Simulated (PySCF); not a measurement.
Correlation energy of Sn (tin, neutral)

[Kr] 4d10 5s1 5p2 6s1, high-spin 5P determinant (an excited configuration). Calculation: PySCF 2.14, in aug-cc-pwCVTZ-DK3; the spin-free X2C one-electron Hamiltonian (Gaussian nucleus). Frozen: [Ar] 3d10; 22 electrons correlated.

MP2 pair energies summed by pair of shells (mhartree):

```csv
pair,energy,share (%)
4d-4d,-336.27,50.6
4p-4d,-135.51,20.4
4d-5p,-42.73,6.4
4p-4p,-42.11,6.3
4d-5s,-30.31,4.6
4s-4d,-29.34,4.4
4s-4p,-16.76,2.5
5p-6s,-4.82,0.7
4p-5p,-4.79,0.7
4p-5s,-4.42,0.7
4d-6s,-4.34,0.7
5p-5p,-4.21,0.6
4s-4s,-3.45,0.5
5s-5p,-3.19,0.5
5s-6s,-0.93,0.1
4s-5p,-0.62,0.1
4s-5s,-0.55,0.1
4p-6s,-0.43,0.1
4s-6s,-0.05,0.0
```

Total MP2 correlation energy: -664.84 mhartree.

Same-spin part -240.78 and opposite-spin part -424.05 mhartree; SCS-MP2 scales them by 1/3 and 6/5 to -589.12 mhartree.
